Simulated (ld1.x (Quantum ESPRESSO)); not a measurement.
## Transferability test, PAW potential for tantalum (Ta)

| Property | Result |
| --- | --- |
| Element | Ta (Z = 73) |
| Generator | ld1.x (Quantum ESPRESSO) 7.5 |
| Type | PAW |
| Functional | PBE |
| Relativity | scalar-relativistic |
| Frozen core | [Kr] 4d10 4f14 |
| Valence charge | 13 |
| Reference configuration | 5s2 5p6 5d3 6s0.5 6p0 (charge +1.5) |
| Partial waves | 5s (bound): rcut 1.40, rcutus 1.45 bohr; 6s (bound): rcut 1.40, rcutus 1.45 bohr; 5p (bound): rcut 1.70, rcutus 2.15 bohr; 6p (bound, empty): rcut 1.70, rcutus 2.15 bohr; 5d (bound): rcut 1.35, rcutus 1.80 bohr; 5d channel at -0.55 Ry: rcut 1.35, rcutus 1.80 bohr |
| Local potential | all-electron potential smoothed inside 1.55 bohr (lloc = -1) |
| Core correction | Bessel-smoothed model core inside 0.70 bohr |
| Augmentation charge | BESSEL, radius 1.20 bohr |

Energies are relative to the spin-unpolarised reference configuration 5s2 5p6 5d3 6s0.5 6p0; without spin polarisation the order of configurations can differ from experiment.

Its overlap operator is not positive definite in a basis up to 400 Ry (lowest eigenvalue p -0.15), so the file is unfit for use: the generalised eigenproblem breaks down once the basis is large enough, and its test numbers describe a broken file.

| valence configuration | charge | ΔE all-electron (eV) | error AE − PS (meV) |
| --- | --- | --- | --- |
| 5s2 5p6 5d3 6s2 6p0 | 0 | -15.102 | +4.6 |
| 5s2 5p6 5d3 6s1 6p0 | +1 | -6.635 | +2.0 |
| 5s2 5p6 5d3 6s0 6p0 | +2 | 8.337 | -2.8 |
| 5s2 5p6 5d2 6s2 6p0 | +1 | -7.421 | +2.4 |
| 5s2 5p6 5d3 6s1.5 6p0 | +0.5 | -11.641 | +3.6 |
| 5s2 5p6 5d3 6s0 6p1 | +1 | -1.556 | +3.4 |
| 5s1 5p6 5d3 6s2 6p0 | +1 | 64.098 | -156 |

Levels in the configuration 5s2 5p6 5d3 6s1.5 6p0:

| level | all-electron (eV) | pseudo (eV) |
| --- | --- | --- |
| 5s | -76.444 | -76.440 |
| 5p | -42.854 | -42.851 |
| 5d | -6.907 | -6.905 |
| 6s | -8.440 | -8.440 |

The ghost test of this file was not conclusive.
